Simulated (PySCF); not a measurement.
C3H8S3Si (charge +1 and doublet state).
Z-matrix (Å and degrees, GFN2-xTB geometry), rows numbered from 1:
```
Si
S   1  2.2289
C   2  1.8285  1  103.12
C   3  1.5095  2  111.52  1  -152.45
S   4  1.8164  3  108.35  2   -67.05
C   5  1.8097  4   95.42  3   -38.63
S   6  1.8062  5  112.29  4    15.20
H   1  1.4577  2  101.08  3    56.38
H   1  1.4570  2  102.37  3   -61.05
H   1  1.4482  2   99.76  3   177.68
H   3  1.0892  2  110.88  1   -26.10
H   4  1.0901  3  111.55  2    51.00
H   4  1.0925  3  111.19  2   173.63
H   6  1.0924  5  109.61  4  -104.32
H   6  1.0908  5  108.44  4   136.92
```

The hyperfine couplings belong to this conformer and change with its torsions.

As a line formula: `[SiH3][S+][C@@H]1CSCS1` [radical] (charge +1).

Computed, not measured: UKS B3LYP, pcH-1 on C H S Si, non-relativistic, mean-field spin-orbit, GIAO in PySCF 2.14.0. Geometry: GFN2-xTB, one conformer, isolated ion. A GFN2-xTB geometry isn't a minimum of the functional, and hyperfine couplings can be far from their values at a DFT geometry, by a factor of two or more for some ions and for spin on atoms past the first row. No stability test was run, so a lower SCF solution isn't excluded.

Principal values of hyperfine tensors in MHz (contact, dipolar and spin–orbit terms together), for some of the nuclei:

| atom | isotope | A1 | A2 | A3 |
| --- | --- | --- | --- | --- |
| H15 | 1H | 65.53 | 66.71 | 72.26 |
| H13 | 1H | 36.27 | 36.43 | 40.92 |
| H8 | 1H | 20.59 | 21.14 | 24.09 |
| S2 | 33S | -20.81 | -17.87 | 102.44 |
| H9 | 1H | 15.67 | 16.63 | 20.04 |
| C6 | 13C | -16.89 | -16.64 | -8.73 |
| S7 | 33S | -27.69 | -24.95 | 92.23 |
| H12 | 1H | 9.61 | 11.74 | 14.49 |

(1) Split each tensor into its isotropic and traceless parts, and turn a_iso into mT with g = 2.0141.

(2) What spin density at the nucleus of S2 lies behind its contact coupling (g_N = 0.42921)?

(3) H14 (1H, g_N = 5.58569) isn't in the table. Its spin density at the nucleus is 0.02281 bohr⁻³. What is its contact coupling?

(4) What first-order splitting does H8 cause when the field lies along A1, A2 or A3 of its tensor (g taken as isotropic, no quadrupole term)?

Answers

(1) a_iso is a third of the trace, T = A − a_iso, and a(mT) = a(MHz)/(g × 13.996). The tensors hold a spin–orbit part: the run splits a_iso into a_FC + a_SO, and T includes its anisotropic share.

```tsv
atom	a_iso (MHz)	a_FC	a_SO	a_iso (mT)	T1	T2	T3
H15	68.17	68.14	0.03	2.418	-2.64	-1.45	4.09
H13	37.87	37.87	0.01	1.343	-1.60	-1.44	3.05
H8	21.94	21.94	0.00	0.778	-1.35	-0.80	2.15
S2	21.25	20.63	0.62	0.754	-42.07	-39.12	81.19
H9	17.45	17.45	0.00	0.619	-1.78	-0.81	2.59
C6	-14.09	-14.39	0.30	-0.500	-2.80	-2.55	5.35
S7	13.20	12.89	0.31	0.468	-40.88	-38.15	79.03
H12	11.95	11.91	0.04	0.424	-2.34	-0.20	2.54
```

(2) a_FC = 800.24 MHz bohr³ × g_N × ρ(0)/(2S). With a_FC = 20.63 MHz and 2S = 1, ρ(0) = 0.06007 bohr⁻³.

(3) By the same relation, a_FC = 102.0 MHz. Its full tensor has the principal values 98.09, 100.18, 107.64 MHz.

(4) 2 lines (I = 1/2), spaced by |A_i|/(g × 13.996): 0.73, 0.75, 0.85 mT along the axes of A1, A2 and A3.
